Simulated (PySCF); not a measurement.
Simulated C 1s region for `C=CP(CC)P(C)C`, binding energy against the vacuum level.

Every computed line was given a Gaussian of 0.5 eV full width at half maximum and an area set by the number of equivalent atoms; the highest printed point is 100. Theory: delta-SCF UKS SCAN, pcX-2 on the ionised atom, pcseg-1 elsewhere, spin-free X2C in PySCF 2.14.0.

binding energy (eV), intensity and a bar:
```
    289.4          0 
    289.5          1 
    289.6          3 #
    289.7          9 ###
    289.8         22 #######
    289.9         43 #############
    290.0         69 #####################
    290.1         91 ###########################
    290.2        100 ##############################
    290.3         93 ############################
    290.4         73 ######################
    290.5         50 ###############
    290.6         30 #########
    290.7         15 #####
    290.8          7 ##
    290.9          3 #
    291.0          1 
    291.1          0 
    291.2          0
```

How many maxima does the curve show, and how many computed lines lie under it?

The curve has 1 maximum (at 290.2 eV). Under it lie 5 lines from 5 inequivalent carbon sites. At this width some lines have no maximum of their own.

Decompose the envelope and assign each component. Numbering: `[CH2:1]=[CH:2][P:3]([CH2:4][CH3:5])[P:6]([CH3:7])[CH3:8]`.

| position (eV) | relative area | line | atoms | environment |
| --- | --- | --- | --- | --- |
| 290.06 | 1 | C 1s | C1 | terminal =CH2 carbon |
| 290.15 | 1 | C 1s | C2 | alkene CH carbon |
| 290.20 | 1 | C 1s | C4 | sp3 carbon bound to phosphorus |
| 290.23 | 2 | C 1s | C7/C8 | sp3 carbon bound to phosphorus |
| 290.46 | 1 | C 1s | C5 | methyl carbon |

What are the centre and the root-mean-square width of the whole band?

The area-weighted mean of the lines is 290.22 eV. Their own spread about it is 0.12 eV (rms) and each Gaussian has σ = 0.5/2.355 = 0.21 eV; the variances add, which gives 0.24 eV.

Lowest listed C 1s: C1, bonded to C (double bond) and 2 H. Highest, 0.40 eV above it: C5, bonded to C and 3 H. The widest gap between neighbouring values is 0.23 eV, between 290.23 and 290.46 eV. The values 290.15, 290.20 and 290.23 eV lie too close for their order to be trusted.

No satellites, vibrations or lifetime broadening are included. Topologically equivalent atoms share the value of their first member; where this conformer doesn't relate them by symmetry, their own values could differ. Isolated species at its PBE0-D3(BJ)/def2-SVP geometry (one conformer only).

On one thread of an Arm Neoverse V1, shared host with 32 logical CPUs at a one-minute load of 23, this took 3.7 min wall and 0.65 GiB of memory at its peak.

The values belong to the conformer `[CH2:1]=[CH:2][P:3]([CH2:4][CH3:5])[P:6]([CH3:7])[CH3:8]`: C1–C2–P3–C4 -146°, C2–P3–C4–C5 74°, C2–P3–P6–C7 -178°.
